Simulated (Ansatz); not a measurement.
hydrogen peroxide (H₂O₂), singlet, at a GFN2-xTB geometry, atoms displaced at random by about 0.05 Å a coordinate; B3LYP/aug-cc-pVDZ run with Ansatz (a program for electronic structure).

Ansatz was given this input:
Ansatz 0.2 input:
```yaml
crystal:
  periodic: [false, false, false]
  atoms:
    - {symbol: O, position_ang: [-0.02332529, 0.71193013, 0.00726451]}
    - {symbol: O, position_ang: [0.07575055, -0.76292975, -0.06409921]}
    - {symbol: H, position_ang: [0.91421811, 0.96232832, 0.00889340]}
    - {symbol: H, position_ang: [-0.90582034, -0.90952560, 0.01063579]}
basis:
  gaussian:
    orbitals: aug-cc-pVDZ
hamiltonian:
  xc: b3lyp
relax: {escape_saddle: false}
```

### Question
What does Ansatz print? Leave out banner, timings and long lists.

### Answer

```
Functional definition: B3LYP
474 factors; their error is unknown
mean field evaluation 1: about -4121.8931 eV, gradient 3.8e1 eV
mean field evaluation 2: about -4119.4863 eV, gradient 5.3e1 eV
mean field evaluation 4: about -4124.5798 eV, gradient 9.6e-1 eV
mean field evaluation 8: about -4124.5858 eV, gradient 1.1e-2 eV
mean field -4124.58580446 eV, -151.5757325691 hartree, gradient 6.6e-5 eV, S^2 0.000000; 0 other end points of the search recorded, 0 dependent functions left out
the calculation of the forces begins
reference -4124.58601169 eV, -151.5757401847 hartree; 9, 9 occupied and 55, 55 virtual orbitals, 474 factors
relax step   1: F+E_penalty+E_count = -4124.58580446 eV  Δ(F+E_penalty+E_count) = +0.000e0 eV  max|allowed force component| = 1.410e0 eV/Å  Δτ_max = 0.0000 Å  (26 SCF iters, accepted)
these checks for a lower state are left out or cut short: starts, cluster_reference, orbital_swaps, neighbouring_geometries, increment
474 factors; their error is unknown
mean field evaluation 16: about -4124.6196 eV, gradient 9.2e-2 eV
mean field -4124.61959594 eV, -151.5769743833 hartree, gradient 1.3e-5 eV, S^2 0.000000; 0 other end points of the search recorded, 0 dependent functions left out
the calculation of the forces begins
reference -4124.61980294 eV, -151.5769819902 hartree; 9, 9 occupied and 55, 55 virtual orbitals, 474 factors
relax step   2: F+E_penalty+E_count = -4124.61959594 eV  Δ(F+E_penalty+E_count) = -3.379e-2 eV  max|allowed force component| = 4.258e-1 eV/Å  Δτ_max = 0.0249 Å  (30 SCF iters, accepted)
these checks for a lower state are left out or cut short: starts, cluster_reference, orbital_swaps, neighbouring_geometries, increment
474 factors; their error is unknown
mean field -4124.63070480 eV, -151.5773826263 hartree, gradient 1.7e-5 eV, S^2 0.000000; 0 other end points of the search recorded, 0 dependent functions left out
the calculation of the forces begins
reference -4124.63091209 eV, -151.5773902439 hartree; 9, 9 occupied and 55, 55 virtual orbitals, 474 factors
relax step   3: F+E_penalty+E_count = -4124.63070480 eV  Δ(F+E_penalty+E_count) = -1.111e-2 eV  max|allowed force component| = 2.978e-1 eV/Å  Δτ_max = 0.0675 Å  (30 SCF iters, accepted)
these checks for a lower state are left out or cut short: starts, cluster_reference, orbital_swaps, neighbouring_geometries, increment
474 factors; their error is unknown
mean field evaluation 32: about -4124.6364 eV, gradient 2.8e-4 eV
[...]
relax step   4: F+E_penalty+E_count = -4124.63635396 eV  Δ(F+E_penalty+E_count) = -5.649e-3 eV  max|allowed force component| = 2.040e-1 eV/Å  Δτ_max = 0.0267 Å  (28 SCF iters, accepted)
relax step   5: F+E_penalty+E_count = -4124.63882333 eV  Δ(F+E_penalty+E_count) = -2.469e-3 eV  max|allowed force component| = 6.740e-2 eV/Å  Δτ_max = 0.0117 Å  (29 SCF iters, accepted)
relax step   6: F+E_penalty+E_count = -4124.64070277 eV  Δ(F+E_penalty+E_count) = -1.879e-3 eV  max|allowed force component| = 4.864e-1 eV/Å  Δτ_max = 0.0301 Å  (28 SCF iters, accepted)
relax step   7: F+E_penalty+E_count = -4124.64108373 eV  Δ(F+E_penalty+E_count) = -3.810e-4 eV  max|allowed force component| = 4.976e-1 eV/Å  Δτ_max = 0.0046 Å  (31 SCF iters, accepted)
relax step   8: F+E_penalty+E_count = -4124.64130367 eV  Δ(F+E_penalty+E_count) = -2.199e-4 eV  max|allowed force component| = 5.195e-1 eV/Å  Δτ_max = 0.0045 Å  (31 SCF iters, accepted)
relax step   9: F+E_penalty+E_count = -4124.65459184 eV  Δ(F+E_penalty+E_count) = -1.329e-2 eV  max|allowed force component| = 4.051e-1 eV/Å  Δτ_max = 0.0684 Å  (34 SCF iters, accepted)
[...]
relax step  10: F+E_penalty+E_count = -4124.66026944 eV  Δ(F+E_penalty+E_count) = -5.678e-3 eV  max|allowed force component| = 3.055e-1 eV/Å  Δτ_max = 0.0187 Å  (31 SCF iters, accepted)
these checks for a lower state are left out or cut short: starts, cluster_reference, orbital_swaps, neighbouring_geometries, increment
474 factors; their error is unknown
mean field -4124.66514371 eV, -151.5786482330 hartree, gradient 1.4e-5 eV, S^2 0.000000; 0 other end points of the search recorded, 0 dependent functions left out
the calculation of the forces begins
reference -4124.66535504 eV, -151.5786559991 hartree; 9, 9 occupied and 55, 55 virtual orbitals, 474 factors
relax step  11: F+E_penalty+E_count = -4124.66514371 eV  Δ(F+E_penalty+E_count) = -4.874e-3 eV  max|allowed force component| = 4.135e-2 eV/Å  Δτ_max = 0.0301 Å  (30 SCF iters, accepted)
these checks for a lower state are left out or cut short: starts, cluster_reference, orbital_swaps, neighbouring_geometries, increment
474 factors; their error is unknown
mean field -4124.66595896 eV, -151.5786781927 hartree, gradient 1.3e-5 eV, S^2 0.000000; 0 other end points of the search recorded, 0 dependent functions left out
the calculation of the forces begins
reference -4124.66617049 eV, -151.5786859662 hartree; 9, 9 occupied and 55, 55 virtual orbitals, 474 factors
relax step  12: F+E_penalty+E_count = -4124.66595896 eV  Δ(F+E_penalty+E_count) = -8.152e-4 eV  max|allowed force component| = 9.344e-3 eV/Å  Δτ_max = 0.0176 Å  (31 SCF iters, accepted)
474 factors; their error is unknown
mean field evaluation 96: about -4124.6419 eV, gradient 3.2e0 eV
mean field -4124.66595896 eV, -151.5786781927 hartree, gradient 1.4e-5 eV, S^2 0.000000; 1 other end points of the search recorded, 0 dependent functions left out
the calculation of the forces begins
reference -4124.66617049 eV, -151.5786859662 hartree; 9, 9 occupied and 55, 55 virtual orbitals, 474 factors
Total energy: -4124.66617049 eV, -151.5786859662 hartree
Atom 0 at     0.018536     0.739824    -0.225588 Å, force    -0.003937    -0.008708    -0.004398 eV/Å
Atom 1 at    -0.016130    -0.708607    -0.309104 Å, force    -0.001561     0.009344     0.001072 eV/Å
Atom 2 at     0.849653     0.873537     0.256384 Å, force    -0.002307    -0.006740     0.003285 eV/Å
Atom 3 at    -0.791236    -0.902951     0.241002 Å, force     0.007805     0.006104     0.000041 eV/Å
Dipole moment:     0.019462    -0.021070     0.358146 e Å
```
